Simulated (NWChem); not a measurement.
System: BBrF2; SMILES FB(Br)F

Input file for NWChem:

```
start job
memory heap 200 mb stack 900 mb global 1100 mb
geometry units angstroms noautoz
  B      0.000000     0.000000     0.925916
  F      0.000000    -1.128909     1.589788
  F      0.000000     1.128909     1.589788
  Br     0.000000     0.000000    -0.975608
end
basis spherical
  * library def2-svp
end
dft
  xc slater vwn_5
  iterations 150
end
tddft
  cis
  nroots 6
  notriplet
end
task tddft energy
```

The geometry was optimised at PBE0/def2-SVP.

Vertical excitations in the gas phase.

Predict the main results of this run. (LDA (Slater exchange, VWN5)/def2-SVP, TDA.) Quantities: lowest excitation, singlet (eV); oscillator strength of that lowest state; lowest state with f > 0.02, singlet (eV); oscillator strength of that bright state; orbital gap (eV).


```
Property                                  Result
----------------------------------------  ------
lowest excitation, singlet (eV)             6.25
oscillator strength of that lowest state   0.000
lowest state with f > 0.02, singlet (eV)    7.42
oscillator strength of that bright state   0.110
orbital gap (eV)                            6.17
```
